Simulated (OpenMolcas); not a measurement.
## Ni³⁺: CASPT2 settings compared

```
Program             : OpenMolcas 26.06
Basis               : ANO-RCC-VDZP [5s4p2d1f]
Scalar Hamiltonian  : DKH2, point nucleus
Active space        : 7 electrons in 5 orbitals (3d)
State averaging     : 2S+1 = 4 even, 10 roots; 2S+1 = 2 even, 35 roots kept (CI in the orbitals of an earlier block)
Spin-orbit coupling : state interaction with AMFI integrals over the reference wave functions, term energies averaged over their components
```

Methods on the same reference wave functions:
A. CASSCF
B. SS-CASPT2, IPEA 0.2 Eh, real shift 0.05 Eh (closed shells correlated: none)
C. SS-CASPT2, IPEA 0.4 Eh, imaginary shift 0.3 Eh (closed shells correlated: none)
D. SS-CASPT2, IPEA 0.5 Eh, imaginary shift 0.25 Eh (closed shells correlated: 2s 2p 3s 3p)

Energies in cm-1 above 3d7 4F 9/2, the measured ground level; measured values from Corliss and Sugar, J. Phys. Chem. Ref. Data 10, 197 (1981).

```
            Level      A      B      C      D  Measured
       3d7 4F 9/2    0.0    0.0    0.0    0.0       0.0
       3d7 4F 7/2   1220   1220   1220   1222      1190
       3d7 4F 5/2   2110   2110   2110   2110      2042
       3d7 4F 3/2   2717   2710   2710   2710      2621
       3d7 2G 9/2  21973  21740  21850  20870     19830
       3d7 4P 5/2  21984  20080  20120  19500     18119
       3d7 4P 3/2  22329  20480  20530  19870     18367
       3d7 4P 1/2  22928  21040  21090  20460     18958
       3d7 2G 7/2  23153  22920  23030  22050     20948
3d7 2P 3/2 [70 %]  29026  28270  28360  26850     23649
      3d7 2H 11/2  29236  28960  29050  27800     26649
       3d7 2P 1/2  30279  29820  29910  28420     24651
       3d7 2H 9/2  30294  30020  30110  28860     27678
       3d7 2D 5/2  31688  29830  29950  28320     27096
3d7 2D 3/2 [73 %]  33577  32000  32100  30510     28778
       3d7 2F 5/2  50541  48380  48520  46250     43438
       3d7 2F 7/2  51014  48860  49000  46720     43859
```

Deviations, from unrounded energies. A percentage is the sum of absolute deviations over the sum of measured energies, with the sign that they share, or ± where signs differ.

| Against measurement | Levels | A | B | C | D |
| --- | --- | --- | --- | --- | --- |
| mean absolute deviation (cm-1) | 16 | 3500 | 2500 | 2600 | 1500 |
| fine structure of the ground term (%) | 3 | +3.3 | +3.2 | +3.2 | +3.2 |
| other terms of the ground configuration (%) | 13 | +16.4 | +11.8 | +12.2 | +7.2 |

D lies closest to measurement on these levels and A furthest from it. The largest miss of D in the table is 3d7 2P 1/2, by +3800 cm-1. The ranking rests on the paired levels alone, and a cruder setting can come out closer through cancelling errors.

Among B to D the level of the table that moves most is 3d7 2F 5/2, by 2300 cm-1 (lowest in D, highest in C). Moves below CASPT2's spread within the term are not significant.

The mean deviations of B to D differ by less than CASPT2's widest spread within a term (1500 cm-1), so their order carries little weight.

From A to B the spin-free energies of the other terms of 3d7 shown, above 4F, scale by factors of 0.91 to 0.99.

The lowest spin-free term lies below A's lowest term by 0.146 hartree in B, 0.144 hartree in C, 0.377 hartree in D.

Term energies are means over components that CASPT2 splits; among the terms shown or strongly mixed into the levels shown the widest spread is 1500 cm-1 (3d7 2H, D). Terms from blocks run as CI alone lack orbitals of their own. The basis is small and was not contracted for so high a charge. The CASPT2 spread within a term exceeds the gap to the next term for 3d7 2P and 3d7 2H, so the order of their levels is uncertain (figures for B; the like holds for C, D). Without dynamic correlation excited terms often stand tens of per cent too high (terms of higher spin than the ground term too low), and those without a measured partner can miss by more than the paired ones (holds for A). Some levels mix across a computed gap that differs much from the measured one, so their mixing is not that of the real levels (holds for B; C; D). Some terms miss by over 15 % even with CASPT2, which points to a basis or an active space too small for the shells correlated (holds for B; C; D). Measured partners are found by configuration, term and J. A level has none where our copy of the source lacks it or the pairing is in doubt (some pairs that miss far off the trend of their configuration count as doubtful), and it then counts in no deviation. Only configurations of the active space appear.

A share in square brackets marks a mixed level and gives the weight of the term that names it, the lowest over the columns.
